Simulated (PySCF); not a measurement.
Structure from NMR data

An unknown has the formula C$_{8}$H$_{14}$NP. Its calculated NMR data are:

¹H NMR (400 MHz, computed): δ 2.80 (m, 3H), 2.73 (m, 2H), 1.33 (s, 9H).

¹³C{¹H} NMR (computed): δ 242.5 (C), 120.9 (C), 45.9 (C), 31.2 (CH3, 3C), 24.0 (CH3), 14.9 (CH2).

[PySCF: structure optimised with GFN2-xTB; GIAO PBE0/pcSseg-1 shieldings; one conformer; relativity neglected; in vacuum; equivalent nuclei averaged]

Scale: ¹H, ¹³C vs TMS (reference shieldings calculated alike).

**Question.** Choose the structure that fits.
A. C/C(=P\CCC#N)C(C)C
B. C/C(=P\CC#N)C(C)(C)C
C. Cc1pccn1C(C)(C)C

**Answer.** B. 

1. 6 carbon signals for 8 carbons: some carbons are equivalent by symmetry or fast rotation.
2. Carbon types of the structure: 3 × C, 1 × CH2, 4 × CH3, which accounts for all hydrogens.
3. δC 242.5: carbon double-bonded to a heavier main-group atom.
4. δC 120.9: nitrile carbon; typical of a nitrile.
5. δC 45.9: quaternary sp3 carbon; aliphatic region, no heteroatom directly attached.
6. δC 31.2, 24.0: methyl carbon; a saturated carbon with 1 carbon neighbour and no heteroatom attached.
7. δH 2.73: hydrogen on an sp3 CH2 bonded to P, α to a nitrile.

The others: Cc1pccn1C(C)(C)C would give 4 signals for carbon-bound and other non-exchanging H, not 3; C/C(=P\CCC#N)C(C)C would give 7 carbon signals, not 6.

Splittings by ³¹P in the carbon and heteronuclear signals aren't shown, as no couplings were computed. Shifts are as computed. Against solution values, carbons near 30 ppm lie about +3 ppm off and those near 130 ppm about +5 ppm. Of 1211 compounds with measured shifts, 218 miss one by over three times the rms of a fit or turn the order of signals round; such compounds aren't used in these exercises. Multiplicities follow the n + 1 count of equivalent neighbours, as no J values were calculated; m marks all less simple cases, F and P coupling included.
